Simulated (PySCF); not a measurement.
Harmonic spectrum computed at PBE0 in the def2-SVPD basis family (core potentials from Rb on, PySCF, no spin–orbit coupling):

```json
{"ω (cm⁻¹)": "345", "IR (km/mol, summed over degenerate members)": "0.0", "degeneracy": "2"}
{"ω (cm⁻¹)": "510", "IR (km/mol, summed over degenerate members)": "6.1", "degeneracy": "3"}
{"ω (cm⁻¹)": "751", "IR (km/mol, summed over degenerate members)": "0.0", "degeneracy": "1"}
{"ω (cm⁻¹)": "1080", "IR (km/mol, summed over degenerate members)": "1279", "degeneracy": "3"}
```

**Question.** Which molecule gave it? In each, all ligands are bound to the one heavy central atom.
A. AsF₄⁻ (singlet)
B. AlF₄⁻ (singlet)
C. GaF₄⁻ (singlet)
D. BF₄⁻ (singlet)

**Answer.** D. It has Td symmetry with B–F 1.409 Å (×4).
